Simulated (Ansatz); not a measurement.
CH₆AsBOSi (`O=CB([SiH3])[AsH2]`), relaxed with RKS PBE-D4/def2-SVP in Ansatz 0.2.0 from a rough embedded geometry. The force threshold is 0.03 eV/Å; the program also tests the step.

Charge 0, multiplicity 1.

Start:

```xyz
11

O    -0.796   -0.095   -2.386
C    -1.266   -0.232   -1.317
B    -0.382    0.067   -0.070
Si    1.396    0.683   -0.153
As   -1.190   -0.240    1.817
H    -2.302   -0.582   -1.200
H     2.004    0.896    1.136
H     2.205   -0.284   -0.926
H     1.393    1.943   -0.967
H     0.192   -0.341    2.493
H    -1.253   -1.815    1.574
```

```csv
step,energy (eV),largest force (eV/Å),largest move (Å)
1,-72544.2475,4.958,0.000
2,-72544.7332,1.180,0.180
3 (rejected),-72544.7182,2.224,0.195
4,-72544.8179,0.759,0.095
5,-72544.8483,0.679,0.100
6,-72544.8839,0.697,0.147
7,-72544.9204,0.453,0.200
8,-72544.9433,0.750,0.191
9 (rejected),-72544.9331,1.309,0.192
10,-72544.9720,0.412,0.096
11,-72544.9914,0.307,0.100
12,-72545.0127,0.373,0.150
13 (rejected),-72545.0058,1.362,0.194
14,-72545.0251,0.238,0.097
15,-72545.0334,0.320,0.098
16 (rejected),-72545.0319,0.299,0.150
17,-72545.0417,0.200,0.075
18,-72545.0467,0.050,0.075
19,-72545.0476,0.099,0.067
20 (rejected),-72545.0444,0.478,0.061
21,-72545.0489,0.026,0.030
```

End:

```xyz
11

O    -0.920   -1.142   -1.803
C    -1.332   -0.154   -1.187
B    -0.385    0.076    0.023
Si    1.422    0.941   -0.238
As   -0.935   -0.526    1.862
H    -2.258    0.403   -1.519
H     1.880    1.595    1.042
H     2.419   -0.135   -0.589
H     1.442    1.973   -1.335
H     0.364   -1.230    2.266
H    -1.697   -1.800    1.478
```

Hardware: 4 threads of an Arm Neoverse V2 on a shared host. Wall time 34 s, peak host memory 0.19 GiB.
